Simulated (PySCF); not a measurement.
C2H9ClOSi2, SMILES C[Si@@H](Cl)[C@@H](O)[SiH3]. Geometry: PBE-D3(BJ)/def2-SVP. The structure was generated by enumeration; whether it is a known compound was not checked. The values are those of a single conformer.

Computed equilibrium geometry at PBE-D3(BJ)/def2-SVP (PySCF confirms it by a frequency run) as bond lengths and angles (one conformer of several):
Atoms: C1 Si2 Cl3 C4 O5 Si6 H7 H8 H9 H10 H11 H12 H13 H14 H15. Bond lengths (Å): C1–Si2 1.878, C1–H7 1.108, C1–H8 1.108, C1–H9 1.110, Si2–Cl3 2.093, Si2–C4 1.902, Si2–H10 1.509, C4–O5 1.434, C4–Si6 1.912, C4–H11 1.125, O5–H12 0.976, Si6–H13 1.499, Si6–H14 1.503, Si6–H15 1.507. Bond angles (°): Si2–C1–H7 110.6, Si2–C1–H8 110.6, Si2–C1–H9 110.6, H7–C1–H8 108.2, H7–C1–H9 108.4, H8–C1–H9 108.5, C1–Si2–Cl3 109.0, C1–Si2–C4 113.0, C1–Si2–H10 111.7, Cl3–Si2–C4 110.1, Cl3–Si2–H10 106.4, C4–Si2–H10 106.4, Si2–C4–O5 112.5, Si2–C4–Si6 113.8, Si2–C4–H11 106.0, O5–C4–Si6 106.4, O5–C4–H11 112.3, Si6–C4–H11 105.7, C4–O5–H12 108.0, C4–Si6–H13 110.7, C4–Si6–H14 109.4, C4–Si6–H15 108.3, H13–Si6–H14 109.6, H13–Si6–H15 109.8, H14–Si6–H15 109.0.
